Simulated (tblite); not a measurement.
Species: C₅H₁₀SSi.
Bonds: C1–S2, S2–Si3, Si3–C4, C4–C5, C5–C6 (double), C6–C7, Si3–C7. Hydrogens: H8, H9, H10 on C1; H11 on Si3; H12, H13 on C4; H14 on C5; H15 on C6; H16, H17 on C7.

Computed with GFN2-xTB (tblite), gas phase: L-BFGS steps from a force-field or distance-geometry start until the largest atomic force falls under 0.01 eV/Å.

Step 54: E = -564.9534 eV
```
atom  x, y, z in Å  |  force x, y, z in eV/Å
C1      3.2135    0.1238    0.2363   -0.016  -0.001   0.010
S2      1.7447   -0.1966    1.2636   -0.003  -0.036  -0.012
Si3     0.2546   -0.3676   -0.2824   -0.010  -0.021  -0.031
C4     -0.7022    1.2352   -0.6816   -0.006  -0.004  -0.003
C5     -2.1371    0.8065   -0.5789    0.000   0.002   0.021
C6     -2.4193   -0.4104   -0.1490    0.015  -0.022   0.022
C7     -1.3016   -1.3359    0.2227    0.024  -0.003   0.004
H8      3.3041   -0.6512   -0.5172    0.009   0.004   0.000
H9      3.1326    1.1004   -0.2293   -0.015   0.001   0.004
H10     4.0709    0.0991    0.9000   -0.009   0.006   0.010
H11     0.9343   -0.9725   -1.4355   -0.005   0.053   0.002
H12    -0.4979    1.6427   -1.6730   -0.011  -0.013   0.008
H13    -0.5115    2.0434    0.0307    0.008  -0.030  -0.022
H14    -2.9073    1.5173   -0.8407    0.015   0.019  -0.024
H15    -3.4344   -0.7656   -0.0422    0.007   0.004   0.002
H16    -1.3500   -1.5747    1.2864    0.006   0.023  -0.009
H17    -1.4003   -2.2819   -0.3113   -0.009   0.019   0.019
```

Step 55: E = -564.9540 eV
```
atom  x, y, z in Å  |  force x, y, z in eV/Å
C1      3.2124    0.1249    0.2392   -0.023  -0.003   0.004
S2      1.7425   -0.2007    1.2642    0.003  -0.029  -0.032
Si3     0.2549   -0.3701   -0.2854   -0.012  -0.009  -0.024
C4     -0.7012    1.2339   -0.6845    0.001  -0.009   0.001
C5     -2.1365    0.8071   -0.5779    0.002   0.004   0.035
C6     -2.4195   -0.4090   -0.1463    0.023  -0.019   0.019
C7     -1.3022   -1.3365    0.2211    0.036  -0.008   0.006
H8      3.3044   -0.6489   -0.5156    0.020  -0.006   0.012
H9      3.1305    1.1000   -0.2292   -0.023   0.010   0.019
H10     4.0690    0.1032    0.9043   -0.016   0.000  -0.001
H11     0.9368   -0.9696   -1.4405   -0.011   0.048   0.012
H12    -0.4992    1.6380   -1.6781   -0.009  -0.011   0.018
H13    -0.5076    2.0437    0.0258    0.004  -0.042  -0.037
H14    -2.9049    1.5210   -0.8358    0.005   0.013  -0.027
H15    -3.4339   -0.7642   -0.0341   -0.001   0.013  -0.005
H16    -1.3497   -1.5788    1.2839    0.012   0.034   0.001
H17    -1.4027   -2.2820   -0.3127   -0.012   0.014   0.000
```

Step 56: E = -564.9546 eV
```
atom  x, y, z in Å  |  force x, y, z in eV/Å
C1      3.2116    0.1263    0.2424   -0.022  -0.004  -0.005
S2      1.7397   -0.2064    1.2631    0.008  -0.019  -0.045
Si3     0.2547   -0.3734   -0.2903   -0.005   0.008  -0.006
C4     -0.7007    1.2316   -0.6880    0.008  -0.015   0.004
C5     -2.1367    0.8078   -0.5760    0.010   0.004   0.039
C6     -2.4202   -0.4078   -0.1429    0.027  -0.007   0.008
C7     -1.3027   -1.3370    0.2194    0.032  -0.011   0.008
H8      3.3067   -0.6465   -0.5133    0.030  -0.014   0.021
H9      3.1291    1.1004   -0.2285   -0.034   0.015   0.034
H10     4.0670    0.1082    0.9097   -0.026  -0.007  -0.010
H11     0.9401   -0.9662   -1.4462   -0.014   0.037   0.010
H12    -0.5014    1.6335   -1.6829   -0.009  -0.008   0.018
H13    -0.5031    2.0419    0.0206    0.002  -0.043  -0.040
H14    -2.9020    1.5260   -0.8315   -0.006  -0.002  -0.022
H15    -3.4337   -0.7631   -0.0251   -0.008   0.020  -0.009
H16    -1.3492   -1.5816    1.2815    0.023   0.040   0.015
H17    -1.4063   -2.2821   -0.3136   -0.015   0.004  -0.018
```

Step 57: E = -564.9551 eV
```
atom  x, y, z in Å  |  force x, y, z in eV/Å
C1      3.2109    0.1279    0.2454   -0.015  -0.004  -0.015
S2      1.7371   -0.2124    1.2606    0.007  -0.011  -0.044
Si3     0.2544   -0.3768   -0.2959    0.003   0.020   0.015
C4     -0.7005    1.2286   -0.6915    0.011  -0.016   0.002
C5     -2.1371    0.8087   -0.5734    0.014   0.007   0.033
C6     -2.4208   -0.4066   -0.1390    0.019   0.005  -0.003
C7     -1.3028   -1.3376    0.2178    0.014  -0.013   0.009
H8      3.3104   -0.6441   -0.5104    0.037  -0.018   0.022
H9      3.1278    1.1013   -0.2271   -0.044   0.016   0.042
H10     4.0645    0.1133    0.9152   -0.033  -0.012  -0.013
H11     0.9435   -0.9629   -1.4517   -0.014   0.022  -0.001
H12    -0.5041    1.6292   -1.6872   -0.009  -0.006   0.011
H13    -0.4982    2.0389    0.0152    0.002  -0.031  -0.031
H14    -2.8993    1.5312   -0.8277   -0.009  -0.024  -0.010
H15    -3.4341   -0.7614   -0.0165   -0.004   0.027  -0.011
H16    -1.3480   -1.5833    1.2795    0.034   0.040   0.024
H17    -1.4106   -2.2820   -0.3149   -0.014  -0.004  -0.029
```

**Question.** Estimate the geometry and energy of step 58. (The exact step hangs on the optimiser's Hessian estimate; all steps are aligned on step 57, rigid shifts and turns removed.)

**Answer.** E = -564.9559 eV, largest force 0.069 eV/Å
```
atom  x, y, z in Å  |  force x, y, z in eV/Å
C1      3.2097    0.1299    0.2487   -0.005  -0.004  -0.023
S2      1.7340   -0.2193    1.2569    0.001  -0.005  -0.028
Si3     0.2541   -0.3805   -0.3024    0.008   0.022   0.033
C4     -0.7001    1.2247   -0.6955    0.008  -0.009  -0.005
C5     -2.1375    0.8102   -0.5690    0.022   0.010   0.017
C6     -2.4213   -0.4050   -0.1340    0.009   0.011  -0.008
C7     -1.3026   -1.3385    0.2160   -0.016  -0.014   0.008
H8      3.3159   -0.6418   -0.5064    0.041  -0.019   0.017
H9      3.1251    1.1028   -0.2245   -0.050   0.017   0.044
H10     4.0607    0.1193    0.9221   -0.033  -0.014  -0.013
H11     0.9470   -0.9593   -1.4582   -0.011   0.006  -0.015
H12    -0.5083    1.6232   -1.6927   -0.007  -0.003  -0.001
H13    -0.4909    2.0350    0.0078    0.002  -0.010  -0.015
H14    -2.8966    1.5368   -0.8232   -0.010  -0.047   0.006
H15    -3.4348   -0.7584   -0.0066    0.007   0.030  -0.011
H16    -1.3450   -1.5856    1.2775    0.043   0.038   0.023
H17    -1.4163   -2.2815   -0.3180   -0.009  -0.007  -0.029
```

The energy changes by -0.0007 eV. The first-order estimate −F·Δx gives -0.0010 eV and the mean of the old and new forces, exact on a quadratic surface, -0.0007 eV. The step makes an angle of 77° with the force vector and moves no atom by more than 0.011 Å.

What follows is the cost of the whole relaxation. The run took 0.9 s of wall time on Arm Neoverse V1, one thread, shared host with 32 logical CPUs at a one-minute load of 4.7.
